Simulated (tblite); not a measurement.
Species: C₇H₁₁FN₂.
Bonds: C1–C2, C2–C3, C3–N4, N4–C5 (aromatic), C5–C6 (aromatic), C6–F7, C6–C8 (aromatic), C8–C9, C8–N10 (aromatic), N4–N10 (aromatic). Hydrogens: H11, H12, H13 on C1; H14, H15 on C2; H16, H17 on C3; H18 on C5; H19, H20, H21 on C9.

The geometry is computed with GFN2-xTB (gas phase).

**Question.** What internal coordinates does the optimisation give?

**Answer.** 
```json
{"bond": "C1–C2", "length (Å)": "1.523"}
{"bond": "C2–C3", "length (Å)": "1.532"}
{"bond": "C3–N4", "length (Å)": "1.438"}
{"bond": "N4–C5", "length (Å)": "1.348"}
{"bond": "C5–C6", "length (Å)": "1.377"}
{"bond": "C6–F7", "length (Å)": "1.344"}
{"bond": "C6–C8", "length (Å)": "1.404"}
{"bond": "C8–C9", "length (Å)": "1.487"}
{"bond": "C8–N10", "length (Å)": "1.325"}
{"bond": "N4–N10", "length (Å)": "1.328"}
{"bond": "C1–H11, C1–H12, C1–H13", "length (Å)": "1.088"}
{"bond": "C2–H14, C2–H15", "length (Å)": "1.091"}
{"bond": "C3–H16, C3–H17", "length (Å)": "1.093"}
{"bond": "C5–H18", "length (Å)": "1.070"}
{"bond": "C9–H19, C9–H20, C9–H21", "length (Å)": "1.088"}
```

Bonds in one row agree within 0.01 Å and their mean is given. A selection of angles:
```json
{"angle": "C1–C2–C3", "degrees": "112.2"}
{"angle": "C2–C3–N4", "degrees": "111.2"}
{"angle": "C3–N4–C5", "degrees": "127.7"}
{"angle": "C3–N4–N10", "degrees": "120.1"}
{"angle": "C5–N4–N10", "degrees": "112.0"}
{"angle": "N4–C5–C6", "degrees": "105.5"}
{"angle": "C5–C6–F7", "degrees": "126.6"}
{"angle": "C5–C6–C8", "degrees": "106.6"}
{"angle": "F7–C6–C8", "degrees": "126.8"}
{"angle": "C6–C8–C9", "degrees": "128.2"}
{"angle": "C6–C8–N10", "degrees": "108.5"}
{"angle": "C9–C8–N10", "degrees": "123.2"}
{"angle": "N4–N10–C8", "degrees": "107.4"}
```

Torsions: C1–C2–C3–N4 -66° (synclinal); C2–C3–N4–C5 102° (anticlinal). The mirror-image conformer, all signs reversed, is as good.

N4 (pyrrole-type nitrogen) is planar (angles 127.7°, 120.1° and 112.0°, sum 359.9°, 0.02 Å off the plane of its three neighbours). The 5-membered ring N4–C5–C6–C8–N10 has internal angles of 105.5° to 112.0°; it is planar, 0.00 Å rms from its mean plane, widest ring torsion 0°. Of the pairs four or more bonds apart, C5···H11 is among the closest relative to their van der Waals radii: 2.86 Å, 99 % of the sum of Bondi's values. The C–C distances run from 1.377 Å (C5–C6, aromatic) to 1.532 Å (C2–C3, drawn single), a spread of 0.155 Å. The C–N distances run from 1.325 Å (C8–N10, aromatic) to 1.438 Å (C3–N4, drawn single), a spread of 0.113 Å.

Point group: C1 (no symmetry element, even within 0.4 Å). GFN2-xTB frequencies show an imaginary mode (57i cm⁻¹), so the point is no minimum at that level. 3 starts were optimised and ended at 0.00, 0.13 and 0.15 kcal/mol (GFN2-xTB); the lowest of these is shown.
